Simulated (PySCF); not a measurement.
A geometry optimisation on `CSc1ccco1`.

Method: PBE0-D3(BJ)/def2-TZVP geometry optimisation, gas phase (PySCF 2.14.0). Start geometry: GFN2-xTB. The command runs a driver script over a list of jobs; the input below is this job's line of settings and its coordinates in Å.

Command:
```bash
OMP_NUM_THREADS=1 python probes_run.py task.json out
```

Input:
```
{"job": {"xc": "PBE0", "basis": "def2-TZVP", "d3": "d3bj", "grid": 2, "shake": 0.01, "kind": "geom"}, "charge": 0, "multiplicity": 1}
C     -2.479700    -0.098660    -0.046540
S     -1.394120     1.358360     0.000510
C      0.119640     0.561810    -0.291780
C      1.433050     1.088120    -0.365640
C      2.249070    -0.024840    -0.619380
C      1.448140    -1.109650    -0.663250
O      0.169380    -0.771360    -0.462900
H     -3.484650     0.315840     0.117950
H     -2.223400    -0.769790     0.748530
H     -2.440420    -0.544580    -1.017840
H      1.662050     2.111870    -0.248210
H      3.320890     0.009610    -0.723160
H      1.625910    -2.143620    -0.831590
```

Give the output.

```
step   0  E = -667.19563265  max force = 0.057968
step   1  E = -667.20061399  max force = 0.006790
step   2  E = -667.20090411  max force = 0.001721
step   3  E = -667.20107670  max force = 0.002026
step   4  E = -667.20137293  max force = 0.002783
step   5  E = -667.20098453  max force = 0.009189
step   6  E = -667.20216125  max force = 0.003863
step   7  E = -667.20269124  max force = 0.003526
step   8  E = -667.20338437  max force = 0.003766
step   9  E = -667.20358692  max force = 0.000804
step  10  E = -667.20359285  max force = 0.001380
step  11  E = -667.20360437  max force = 0.000109
optimisation converged
```

Energies in Eh; «max force» is the largest Cartesian gradient component in Eh/bohr.

At which steps does the energy rise by more than 1e-5 Eh?

At step 5 (+0.39 mEh).

Give the first gradient maximum in eV/Å.

With 1 Eh/bohr = 51.422 eV/Å, 2.981 eV/Å.

Main results: final energy -667.20360 Eh after 11 steps; dipole 1.59 D.

Where do the atoms end?

0.650 Å rms from the input after alignment:
```
atom  x, y, z in Å
C1    -2.5116    0.0739   -0.0949
S2    -1.2355    0.9149    0.8700
C3     0.1976    0.3389    0.0950
C4     1.1632    0.9863   -0.6112
C5     2.1550    0.0156   -0.9282
C6     1.7135   -1.1515   -0.4010
O7     0.5358   -0.9755    0.2319
H8    -3.4666    0.3525    0.3524
H9    -2.3911   -1.0066   -0.0321
H10   -2.4885    0.4003   -1.1342
H11    1.1515    2.0319   -0.8723
H12    3.0691    0.1642   -1.4804
H13    2.1065   -2.1549   -0.3981
```

Hardware: one thread of an AMD EPYC 9R45, no GPU, shared host. Cost: 3.0 min of wall time, 1.3 GiB resident at most.
Labels such as C1 count atoms from 1, the log's own numbers from 0.
